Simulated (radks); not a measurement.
The numbers below are computed, except where a source is named.
Problem. Bi3+, 80 electrons, occupied as [Xe] 4f14 5d9.5 6s1.5 6p1 (fractional occupations, a model configuration). Code: a radial shooting solver on a logarithmic mesh with Libxc functionals. Model: scalar-relativistic Kohn-Sham, r2SCAN, spin-unpolarised, spherical densities, finite nucleus; meta-GGA in the generalised Kohn-Sham scheme; Fermi nuclear charge, rms radius 5.5211 fm. Some entries of the table are withheld. Estimate them.

| orbital | occ. | eigenvalue (eV) | <r^2> (bohr^2) |
|---|---|---|---|
| 1s | 2 | -90760.51 | 0.0003464 |
| 2s | 2 | (1) | 0.005244 |
| 2p | 6 | -14005.43 | 0.004487 |
| 3s | 2 | -3987.435 | 0.03365 |
| 3p | 6 | -3310.317 | (2) |
| 3d | 10 | -2627.793 | 0.02903 |
| 4s | 2 | -947.5725 | 0.1603 |
| 4p | 6 | -724.7712 | (3) |
| 4d | 10 | -468.4903 | 0.2056 |
| 5s | 2 | -192.8652 | 0.7758 |
| 4f | 14 | -186.8274 | 0.2320 |
| 5p | 6 | -130.1804 | 1.007 |
| 5d | 9.5 | (4) | 1.661 |
| 6s | 1.5 | -42.0702 | (5) |
| 6p | 1 | -28.7875 | 6.546 |

Solution. 
(1) 2s eigenvalue (eV): -16365.43
(2) 3p <r^2> (bohr^2): 0.03498
(3) 4p <r^2> (bohr^2): 0.1837
(4) 5d eigenvalue (eV): -58.9712
(5) 6s <r^2> (bohr^2): 4.413
